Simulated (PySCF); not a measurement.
CHO₂, SMILES O=C[O], multiplicity 2.

The structure is a stationary point at PBE0-D3(BJ)/def2-TZVP. The geometry has at least one imaginary mode, so it is a saddle point at that level. The isomer is the one that the SMILES or the coordinates give; other isomers of the formula were not compared.

All values below come from PBE0-D3(BJ)/def2-TZVP (PySCF 2.14.0).

Harmonic, unscaled wavenumbers; measured fundamentals usually lie a few per cent lower.

Problem. List the normal modes with their intensities. (An estimate is asked for; the answer gives what the named calculation found.)

Solution. 
| mode | ν (cm⁻¹) | IR (km/mol) | moving atoms (share of kinetic energy) |
|---|---|---|---|
| 1 | 384i | 598.0 | H 77 %, C 20 % |
| 2 | 675 | 30.1 | C 54 %, O 45 % |
| 3 | 850 | 0.4 | C 53 %, H 35 %, O 12 % |
| 4 | 1229 | 4.2 | O 83 %, C 17 % |
| 5 | 1727 | 47.8 | C 52 %, O 32 %, H 16 % |
| 6 | 2252 | 27.7 | H 96 % |
